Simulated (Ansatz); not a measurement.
`[OH][AlH][CH2][GaH2]`, 10 atoms. Charge 0, multiplicity 1. Correlated methods include outer-core shells of Ga, which these sets cover unevenly. Scalar relativity is left out up to krypton. All runs use 4 threads of an Arm Neoverse V2 on a shared host. Correlated methods freeze the cores.

Problem. Give the basis size and wall time and peak host memory of each of these runs in Ansatz. RKS PBE0-D4/def2-QZVPP energy; RKS HSE06 (plane-wave form)-D4/def2-TZVPP energy; RKS ωB97M-V/def2-TZVPP energy and forces; RKS ωB97M-V/def2-QZVPP energy; RKS PBE0-D4/def2-TZVP relaxation (65 steps); RHF-CCSD(T)/def2-TZVPP energy; RKS PBE0-D4/def2-TZVPP energy; RHF-CCSD(T)/def2-SVP energy; RKS PBE0-D4/def2-TZVP frequencies; RHF-MP2/def2-QZVPP energy; RKS PBE0-D4/def2-SVP energy; RKS LC-ωPBE/def2-TZVPP energy. (Best estimate.)

Solution. The calculation gave: Other jobs shared the machine, so times are rough.

```csv
level,job,functions,wall time,peak host memory (GiB)
RKS PBE0-D4/def2-SVP,energy,108,1.4 s,0.43
RKS LC-ωPBE/def2-TZVPP,energy,236,2.9 s,0.45
RKS PBE0-D4/def2-TZVPP,energy,236,3.3 s,0.63
RKS HSE06 (plane-wave form)-D4/def2-TZVPP,energy,236,3.6 s,0.66
RHF-CCSD(T)/def2-SVP,energy,108,5.5 s,0.47
RKS PBE0-D4/def2-QZVPP,energy,453,10 s,1.8
RKS ωB97M-V/def2-TZVPP,energy and forces,236,13 s,0.89
RKS ωB97M-V/def2-QZVPP,energy,453,22 s,2.1
RHF-MP2/def2-QZVPP,energy,453,25 s,2.7
RHF-CCSD(T)/def2-TZVPP,energy,236,2.1 min,4.2
RKS PBE0-D4/def2-TZVP,frequencies,183,2.3 min,0.5
RKS PBE0-D4/def2-TZVP,relaxation (65 steps),183,3.5 min,0.52
```

LC-ωPBE has ω = 0.4 bohr⁻¹.
